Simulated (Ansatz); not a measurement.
`[F][Ge]([F])([Cl])[Br]` + H–F → `[F][Ge]([F])([F])[Cl]` + HBr at 298.15 K and 1 bar (ligand exchange at a Ge–Br bond).

Calculated with Ansatz (gas phase, PBE0-D4/def2-TZVP geometries, no zero-point term in ΔE). CCSD(T)/CBS adds triple-zeta CCSD(T) − MP2 to the extrapolated MP2 energy (def2 sets, frozen cores). This one scheme is used for every species. For Br, Ge outer-core shells are correlated without core-valence functions, which leaves a few kJ/mol of doubt a bond. Scalar relativity is left out up to krypton.

```json
{"species": "`[F][Ge]([F])([Cl])[Br]`", "CCSD(T)/CBS energy (Eh)": "-5308.95213", "H − E (kJ/mol)": "39.1", "S (J/(mol·K))": "358.7"}
{"species": "H–F", "CCSD(T)/CBS energy (Eh)": "-100.39570", "H − E (kJ/mol)": "33.5", "S (J/(mol·K))": "173.6"}
{"species": "`[F][Ge]([F])([F])[Cl]`", "CCSD(T)/CBS energy (Eh)": "-2835.42086", "H − E (kJ/mol)": "41.4", "S (J/(mol·K))": "326.2"}
{"species": "HBr", "CCSD(T)/CBS energy (Eh)": "-2573.91920", "H − E (kJ/mol)": "24.6", "S (J/(mol·K))": "198.6"}
```

H − E and S are ideal-gas, rigid-rotor, harmonic terms from PBE0-D4/def2-TZVP. 1 Eh = 2625.50 kJ/mol, R = 8.31446 J/(mol·K).

Problem. By hand: ΔE, ΔH, ΔS and ΔG.

Solution. ΔE = (-2835.42086) + (-2573.91920) − (-5308.95213) − (-100.39570) = 0.00777 Eh = 20.4 kJ/mol. Δ(H − E) = 41.4 + 24.6 − 39.1 − 33.5 = -6.6, so ΔH = 13.8 kJ/mol. ΔS = 326.2 + 198.6 − 358.7 − 173.6 = -7.5 J/(mol·K). ΔG = 13.8 − 298.15 × (-7.5)/1000 = 16.0 kJ/mol.

Problem. By hand: the equilibrium constant, and the temperature at which ΔG would vanish if ΔH and ΔS stayed fixed.

Solution. log₁₀ K = −ΔG/(RT ln 10) = -2.8. ΔH and −TΔS have one sign here, so there is no such temperature.

The number of gas molecules stays the same, so ΔS is small and ΔH decides. A doubt of 5 kJ/mol in ΔE shifts log₁₀ K by 0.9 here. These are equilibria of isolated gas molecules and say nothing of rates. Largest T1 diagnostic: 0.012 (customary marks: 0.02 for closed shells, 0.045 for open ones).
